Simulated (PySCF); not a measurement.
This PySCF input asks for the NMR shieldings of SMILES [C](#CC)[AlH][CH2]C, C5H9Al; the geometry comes from GFN2-xTB.

```python
import basis_set_exchange as bse
import numpy as np
from pyscf import gto, dft
from pyscf.prop import nmr

atoms = """
C     4.078894   -0.027297   -0.276653
C     2.639388    0.116448   -0.331749
C     1.429034    0.233169   -0.373733
Al   -0.483987    0.511750   -0.503140
C    -1.974793   -0.641938    0.188238
C    -3.295565    0.026996   -0.239212
H     4.506415    0.115661   -1.269349
H     4.343147   -1.023002    0.080758
H     4.503613    0.714976    0.399905
H    -0.958868    1.794110   -1.235364
H    -1.952771   -1.673098   -0.193302
H    -1.968226   -0.752137    1.282828
H    -4.163890   -0.516356    0.134223
H    -3.363506    0.077401   -1.327511
H    -3.343299    1.051304    0.136494
"""
names = dict.fromkeys(["C", "Al", "H"], "pcSseg-1")
basis = {el: gto.basis.parse(bse.get_basis(n, elements=[el], fmt="nwchem")) for el, n in names.items()}
mol = gto.M(atom=atoms, basis=basis, charge=0, verbose=0)
mf = dft.RKS(mol, xc="PBE0")
mf.grids.level = 2
mf.grids.alignment = dft.numint.BLKSIZE   # the property module wants whole blocks of grid points
mf.conv_tol = 1e-9
mf.kernel()

calc = nmr.RKS(mf)   # GIAO
C = mf.mo_coeff
Co = C[:, mf.mo_occ > 0]
resp = mf.gen_response(singlet=True, hermi=2)
def vind(x):   # induced exchange potential for any number of trial vectors
    d = np.einsum("pi,xij,qj->xpq", C, 2 * x.reshape(-1, C.shape[1], Co.shape[1]), Co, optimize=True)
    return np.einsum("xpq,pi,qj->xij", resp(d - d.transpose(0, 2, 1)), C, Co, optimize=True).ravel()
mo1, _ = nmr.rhf.solve_mo1(calc, with_cphf=vind)
sigma = calc.kernel(mo1)
for i, s in enumerate(sigma):   # ppm
    print("%2d %-2s %9.2f" % (i, mol.atom_pure_symbol(i), np.trace(s) / 3))
```

Question: What does it print?

Answer: 
```
 0 C     180.27
 1 C      67.35
 2 C      89.72
 3 Al    314.37
 4 C     179.15
 5 C     172.50
 6 H      29.57
 7 H      29.60
 8 H      29.57
 9 H      26.72
10 H      31.14
11 H      31.18
12 H      30.09
13 H      30.52
14 H      30.44
```

These numbers come from an equivalent density-fitted implementation of the same equations, which agrees with the script to about 0.01 ppm for H and up to a few tenths of a ppm for heavy atoms, so last digits may differ.

Size and cost of the density-fitted run: 154 basis functions, 23 s wall time on 1 thread of an Arm Neoverse V1, shared host; peak memory 0.71 GiB.
